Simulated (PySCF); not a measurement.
Species: C₈H₁₃F.
Atom-mapped SMILES: `[CH2:1]=[C:2]1[CH2:3][CH2:4][CH2:5][C@H:6]([CH2:7][F:8])[CH2:9]1` (hydrogens: H10, H11 on C1; H12, H13 on C3; H14, H15 on C4; H16, H17 on C5; H18 on C6; H19, H20 on C7; H21, H22 on C9)

The closed-shell ground state was solved at several levels (PySCF, density fitting, gas phase, non-relativistic). The structure is a single PBE0-D3(BJ)/def2-SVP conformer in the gas phase; no vibrational or solvent corrections.

```csv
level,basis functions,HOMO (eV),LUMO (eV),gap (eV),dipole (D)
PBE0/pcSseg-1,218,-7.05,0.42,7.47,1.53
CAM-B3LYP/def2-SVPD,287,-8.39,1.21,9.60,1.57
```

Q: Estimate the row for wB97X-D/pcSseg-1, a basis of 218 functions; the other rows only guide the guess.

A: HOMO -8.89 eV, LUMO 2.23 eV, gap 11.12 eV, dipole 1.57 D.

Q: Over all these levels, which gives the widest orbital gap and which the narrowest?

A: wB97X-D/pcSseg-1 (range-separated hybrid) has the widest, 11.12 eV, and PBE0/pcSseg-1 (global hybrid, 25 % exact exchange) the narrowest, 7.47 eV. The two share the basis. From the narrowest to the widest the HOMO moves by -1.84 eV and the LUMO by +1.81 eV.

Q: How far do the dipole and the HOMO energy spread over the levels?

A: The dipole runs from 1.53 to 1.57 D (mean 1.56 D) and the HOMO from -8.89 to -7.05 eV.
